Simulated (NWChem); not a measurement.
# CH$_{5}$ClGaN; SMILES [CH3][Ga]([NH2])[Cl]

```xyz
9

Ga    -0.0398    -0.3666    -0.0673
Cl     0.2346     1.7674    -0.3307
C      1.5091    -1.5448     0.0046
H      2.0875    -1.4553    -0.9269
H      1.2143    -2.5948     0.1419
H      2.1644    -1.2463     0.8364
N     -1.7791    -0.8228     0.0615
H     -2.1201    -1.7673     0.1875
H     -2.5303    -0.1456     0.0141
```
Atoms are numbered in this order, from 1.

Level: PBE0/def2-SVP (NWChem), optimised geometry, unscaled harmonic frequencies. 

Problem. List the harmonic frequencies with IR intensities, and the thermochemistry.

Solution. 
```tsv
frequency (cm⁻¹)	IR intensity (km/mol)
63	0.2
137	3.8
150	22.7
160	3.8
264	158.4
404	8.8
407	42.5
589	17.5
694	26.1
724	18.8
738	71.4
771	95.3
1225	9.1
1427	4.0
1428	2.5
1514	31.6
3069	2.0
3177	0.5
3186	2.2
3626	34.7
3739	39.3
```

| Property | Value |
|---|---|
| zero-point energy | 39.3 kcal/mol |
| thermal correction to the enthalpy at 298.15 K (with zero-point energy) | 44.4 kcal/mol |
| heat capacity Cv | 22.9 cal/(mol K) |
| entropy at 298.15 K and 1 atm (symmetry number 1) | 85.0 cal/(mol K) |
| dipole moment | 2.92 D |

Rigid rotor and harmonic oscillator; modes under 100 cm⁻¹ make the entropy uncertain.
